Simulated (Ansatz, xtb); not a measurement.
Isomers of C4H9GeN in order of energy

4 gas-phase structures of C4H9GeN, from a drawn sample of its isomers (lower ones may exist). Each was relaxed with GFN2-xTB; where two conformers were screened, the lower at r2SCAN-D4/def2-SVP is listed:

A. `C[C@@H](C#N)[CH2][GeH3]`, a singlet
B. `N#CCC[CH2][GeH3]`, a singlet
C. `C[C](C)([GeH3])C#N`, a singlet
D. `C[C@@H]([GeH3])CC#N`, a singlet

Task: Make a reasoned guess at their ranking by r2SCAN-D4/def2-SVP single-point energy.

Result: Calculated order at r2SCAN-D4/def2-SVP: C (0.0), B (1.1), A (1.2), D (1.8) kcal/mol. Less than 1 kcal/mol parts B and A; A and D, so the order within those pairs means little.

Energies above the lowest of each column, in kcal/mol; the last columns are at PBE0-D3(BJ)/def2-SVP geometries:

```tsv
structure	GFN2-xTB	HF/STO-3G	r2SCAN-D4/def2-SVP	PBE0-D3(BJ)/def2-SVP	CCSD(T)/def2-SVP + ΔMP2/def2-TZVPP
C	0.0	1.3	0.0	0.0	0.0
B	1.1	1.1	1.1	0.3	1.8
A	0.5	0.0	1.2	0.7	1.2
D	1.9	1.8	1.8	1.1	2.1
```

CCSD(T)/def2-SVP + ΔMP2/def2-TZVPP puts C lowest; HF/STO-3G picks A. CCSD(T)/def2-SVP + ΔMP2/def2-TZVPP orders those it was run on as C (0.0), A (1.2), B (1.8), D (2.1) kcal/mol. Less than 1 kcal/mol parts A and B; B and D, so the order within those pairs means little. Flexible structures stand in one conformer each, not always the lowest. ΔMP2 is the change of the MP2 energy from the smaller to the larger basis.

Over these structures GFN2-xTB departs from r2SCAN-D4/def2-SVP by 0.3 kcal/mol on average once a common shift is removed. A GFN2-xTB relaxation took about 0.099 s and the r2SCAN-D4/def2-SVP energy about 3.9 s on a shared host (Ansatz 0.2.0, xtb 6.7.1).
